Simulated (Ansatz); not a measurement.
`C=C(N)I` and `BOC(=C)N` differ in one atom or group.

Ansatz, PBE0-D4/def2-TZVP geometries, multiplicity 1. Each molecule was computed in one conformer, which needn't be the lowest.

Elements past krypton have def2 core potentials.

```tsv
property	`C=C(N)I`
LUMO energy (B3LYP/def2-TZVPP) / eV	-1.05
size of the dipole moment (PBE/def2-TZVPP) / D	2.02
HOMO–LUMO gap (PBE/def2-TZVPP) / eV	3.57
LUMO energy (PBE/def2-TZVPP) / eV	-1.70
LUMO energy (PBE0/def2-TZVPP) / eV	-0.79
size of the dipole moment (ωB97M-V/def2-TZVPP) / D	1.95
```

**Question.** What does the change do to each property? (Best estimate.)

**Answer.** Ansatz gave: 
```csv
property,`BOC(=C)N`,shift
LUMO energy (B3LYP/def2-TZVPP) / eV,-1.11,-0.06
size of the dipole moment (PBE/def2-TZVPP) / D,2.19,0.17
HOMO–LUMO gap (PBE/def2-TZVPP) / eV,3.42,-0.15
LUMO energy (PBE/def2-TZVPP) / eV,-1.82,-0.12
LUMO energy (PBE0/def2-TZVPP) / eV,-0.87,-0.08
size of the dipole moment (ωB97M-V/def2-TZVPP) / D,2.14,0.19
```

With PBE0 the HOMO rises by 0.09 eV and the LUMO falls by 0.08 eV, so the gap narrows by about 0.17 eV. PBE moves the HOMO by 0.04 eV and ωB97M-V by 0.07 eV. Dipoles are sizes alone; their direction can turn.

B3LYP here is the variant with VWN-RPA as its local correlation; programs differ in this.

Spin–orbit coupling is left out; it splits and shifts lone-pair levels of the heavy atoms by tenths of an eV.
